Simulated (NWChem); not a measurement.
System: sulfuric acid (H$_{2}$SO$_{4}$); SMILES O=S(=O)(O)O

NWChem input:

```
start job
memory heap 200 mb stack 900 mb global 1100 mb
geometry units angstroms
  O     -0.529434     1.372604     0.322235
  S     -0.070199    -0.107935    -0.009050
  O     -0.629356    -0.462057    -1.260789
  O     -0.260539    -0.905462     1.145295
  O      1.489386     0.102812    -0.197713
  H     -0.770550     1.775463    -0.510244
  H      1.891726    -0.054475     0.654842
end
basis spherical
  O library 6-31g*
  S library 6-31g*
  H library 6-31g*
end
dft
  xc b3lyp
  iterations 150
end
driver
  maxiter 150
  loose
end
task dft optimize
```

Excerpt of the output:

```
             Northwest Computational Chemistry Package (NWChem) 7.3.0
             --------------------------------------------------------

 C1  symmetry detected

                             Geometry "geometry" -> ""
                             -------------------------

 Output coordinates in angstroms (scale by  1.889725989 to convert to a.u.)

  No.       Tag          Charge          X              Y              Z
 ---- ---------------- ---------- -------------- -------------- --------------
    1 O                    8.0000     0.85758589     0.94494402     0.77721267
    2 S                   16.0000    -0.14958307    -0.00011556    -0.00067892
    3 O                    8.0000    -0.83392711     0.79210879    -0.95407457
    4 O                    8.0000    -0.84272943    -0.79281217     0.94587865
    5 O                    8.0000     0.86598417    -0.94404547    -0.76874982
    6 H                    1.0000     1.00686901     1.70413777     0.21614852
    7 H                    1.0000     1.01115204    -1.70385023    -0.20742130

 Effective nuclear repulsion energy (a.u.)     290.8384692056

                                Z-matrix (autoz)
                                --------

 Units are Angstrom for bonds and degrees for angles

[...]

      ----------------------
      Optimization converged
      ----------------------

  Step       Energy      Delta E   Gmax     Grms     Xrms     Xmax
  ---- ---------------- -------- -------- -------- -------- --------
@    3    -700.19496002 -2.6D-05  0.00018  0.00013  0.00217  0.00415
                                     ok       ok       ok       ok

                                Z-matrix (autoz)
                                --------

 Units are Angstrom for bonds and degrees for angles

      Type          Name      I     J     K     L     M      Value     Gradient
      ----------- --------  ----- ----- ----- ----- ----- ---------- ----------
    1 Stretch                  1     2                       1.62723   -0.00016
    2 Stretch                  1     6                       0.97675    0.00016
    3 Stretch                  2     3                       1.44688   -0.00013
    4 Stretch                  2     4                       1.44687   -0.00013
    5 Stretch                  2     5                       1.62721   -0.00017
    6 Stretch                  5     7                       0.97675    0.00016
    7 Bend                     1     2     3               108.19079    0.00006
    8 Bend                     1     2     4               105.98166   -0.00011
    9 Bend                     1     2     5               101.48214   -0.00001
   10 Bend                     2     1     6               107.77829    0.00014
   11 Bend                     2     5     7               107.77923    0.00015
   12 Bend                     3     2     4               124.68291    0.00009
   13 Bend                     3     2     5               105.98209   -0.00011
   14 Bend                     4     2     5               108.19101    0.00006
   15 Torsion                  1     2     5     7          91.31128    0.00008
   16 Torsion                  3     2     1     6         -19.95419    0.00018
   17 Torsion                  3     2     5     7        -155.76267    0.00011
   18 Torsion                  4     2     1     6        -155.77490    0.00011
   19 Torsion                  4     2     5     7         -19.94146    0.00018
   20 Torsion                  5     2     1     6          91.29894    0.00008

                         Geometry "geometry" -> "geometry"
                         ---------------------------------

 Output coordinates in angstroms (scale by  1.889725989 to convert to a.u.)

  No.       Tag          Charge          X              Y              Z
 ---- ---------------- ---------- -------------- -------------- --------------
    1 O                    8.0000     0.85321382     0.97134253     0.80693955
    2 S                   16.0000    -0.17214169    -0.00017004    -0.00095780
    3 O                    8.0000    -0.83930874     0.78933955    -1.01338617
    4 O                    8.0000    -0.84824153    -0.79037199     1.00498294
    5 O                    8.0000     0.86197632    -0.97059784    -0.79888641
    6 H                    1.0000     1.02792370     1.75224924     0.24684344
    7 H                    1.0000     1.03192962    -1.75142429    -0.23722032

 Effective nuclear repulsion energy (a.u.)     283.9750528578

                Final and change from initial internal coordinates
                --------------------------------------------------

                                Z-matrix (autoz)
                                --------

 Units are Angstrom for bonds and degrees for angles

[...]
```

Level: B3LYP/6-31G* (spherical d).
